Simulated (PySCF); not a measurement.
**Yb (ytterbium, neutral): M06-2X calculation**

Configuration: [Xe] 4f14 6s2, closed-shell 1S. Calculation: PySCF 2.14, in x2c-TZVPPall (11s7p7d4f2g, 113 functions); the spin-free X2C one-electron Hamiltonian (Gaussian nucleus).

```
Total energy                        : -14061.01 hartree
One-electron energy                 : -19310.39 hartree
Hartree (Coulomb) energy            : 5548.37 hartree
Exchange-correlation energy         : -298.99 hartree
⟨S²⟩                                : 0.0000
⟨L²⟩                                : 0.000
Sum of ⟨r⟩                          : 43.83 bohr
Sum of ⟨r²⟩                         : 71.77 bohr²
Langevin diamagnetic susceptibility : -56.8 ×10⁻⁶ cm³/mol
Time after the integrals            : about 12 core-seconds
```

| shell | electrons | mean orbital energy (hartree) | rms radius, mean of both spins (bohr) |
| --- | --- | --- | --- |
| 1s | 2 | -2254.68272 | 0.0223 |
| 2s | 2 | -384.05363 | 0.0901 |
| 2p | 6 | -339.62057 | 0.0815 |
| 3s | 2 | -87.42178 | 0.232 |
| 3p | 6 | -73.89926 | 0.232 |
| 3d | 10 | -56.88474 | 0.212 |
| 4s | 2 | -17.57274 | 0.520 |
| 4p | 6 | -13.08180 | 0.554 |
| 4d | 10 | -7.01070 | 0.607 |
| 5s | 2 | -2.27352 | 1.29 |
| 5p | 6 | -1.15968 | 1.55 |
| 4f | 14 | -0.32469 | 0.886 |
| 6s | 2 | -0.17819 | 4.25 |

Spin-orbit coupling, which splits the p, d and f shells strongly at this Z, is absent.

Densities and radii are taken from the X2C orbitals without a picture-change correction, which distorts them close to the nucleus.
